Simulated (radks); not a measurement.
Excited configurations of I I: one electron is placed in a higher orbital outside [Kr] 4d10 5s2 5p4. The ground configuration is [Kr] 4d10 5s2 5p5. Calculated with a radial shooting solver on a logarithmic mesh with Libxc functionals: scalar-relativistic Kohn-Sham, PBE, spin-polarised, spherical densities, finite nucleus; open shells are filled with parallel spins first (spin-orbit coupling, left out, can overturn this in heavy ions); Fermi nuclear charge, rms radius 4.75 fm. Excitation = E - E(ground); binding = E(ion) - E, where the ion is the core of charge +1; n* = 1/sqrt(2 binding) in atomic units, and the quantum defect is n - n*.

| outer orbital | excitation (eV) | binding (eV) | eigenvalue (eV) | <r> (bohr) |
|---|---|---|---|---|
| 5d | 8.250 | 2.302 | -0.661 | 6.492 |
| 6s | 6.777 | 3.776 | -2.153 | 5.939 |
| 6p | 8.058 | 2.495 | -1.386 | 8.023 |
| 6d | 9.196 | 1.357 | -0.749 | 13.71 |
| 6f | 10.054 | 0.499 | -0.321 | 41.60 |
| 7p | 9.179 | 1.373 | -0.839 | 15.71 |
| 7d | 9.695 | 0.858 | -0.535 | 24.00 |

The Delta-SCF ionisation energy is 10.553 eV (NIST Atomic Spectra Database: 10.451 eV, measured). Self-interaction in the functional shifts the binding energies and quantum defects, so they are the method's values and not measured ones. Open shells are spherical and high-spin; term and fine-structure splittings are not resolved. Spin-orbit splitting is averaged out at the scalar-relativistic level.
